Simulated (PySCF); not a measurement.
Two species compared at the same levels of theory.

First species: C4H14FNSi3.
SMILES with atom numbers: `[CH3:1][CH2:2][C@@H:3]1[SiH2:4][Si@@H:5]([NH:6][SiH3:7])[C@@H:8]1[F:9]` (hydrogens: H10, H11, H12 on C1; H13, H14 on C2; H15 on C3; H16, H17 on Si4; H18 on Si5; H19 on N6; H20, H21, H22 on Si7; H23 on C8)

Second species: C₄H₇F₃Si₂.
InChI=1S/C4H7F3Si2/c1-2-8-3-9(7)4(5)6/h1,4,9H,3,8H2/t9-/m1/s1

Levels: PBE0/pcSseg-1 for dipole moment, HOMO energy, LUMO energy and HOMO–LUMO gap; GFN2-xTB for rotational constant A and rotational constant C. Geometries: GFN2-xTB. Each species is one conformer at its optimised geometry, gas phase, non-relativistic unless stated. Electronic properties by PySCF.

The conformers computed, where there is a choice (atom-mapped SMILES and torsion angles):
- `[CH3:1][CH2:2][C@@H:3]1[SiH2:4][Si@@H:5]([NH:6][SiH3:7])[C@@H:8]1[F:9]`: C1–C2–C3–Si4 -64°, Si4–Si5–N6–Si7 -163°
- `[CH:1]#[C:2][SiH2:3][CH2:4][Si@@H:5]([F:6])[CH:7]([F:8])[F:9]`: C2–Si3–C4–Si5 -61°, Si3–C4–Si5–F6 -176°, C4–Si5–C7–F8 -24°

```tsv
property	column X	column Y
dipole moment	2.20 D	1.62 D
HOMO energy	-6.89 eV	-8.41 eV
LUMO energy	-0.61 eV	-0.33 eV
HOMO–LUMO gap	6.28 eV	8.08 eV
rotational constant A	1.964 GHz	1.412 GHz
rotational constant C	0.426 GHz	0.644 GHz
```

(1) Which column belongs to which species?

(2) How does each property change from the first species to the second?

## Answers

(1) Column X is the first species and column Y the second. The first has 23 atoms and 96 electrons, the second 16 and 86.

(2) dipole moment -0.58 D; HOMO energy -1.52 eV; LUMO energy +0.28 eV; HOMO–LUMO gap +1.80 eV; rotational constant A -0.552 GHz; rotational constant C +0.218 GHz.

On the first: The dipole matches unit charges of opposite sign 0.46 Å apart (1 e·Å = 4.8032 D). A dipole of 2.20 D is allowed in C1, and pure rotational transitions are dipole-allowed. GFN2-xTB frequencies show an imaginary mode (23i cm⁻¹), so this geometry is no minimum at that level.

On the second: The dipole matches unit charges of opposite sign 0.34 Å apart (1 e·Å = 4.8032 D).
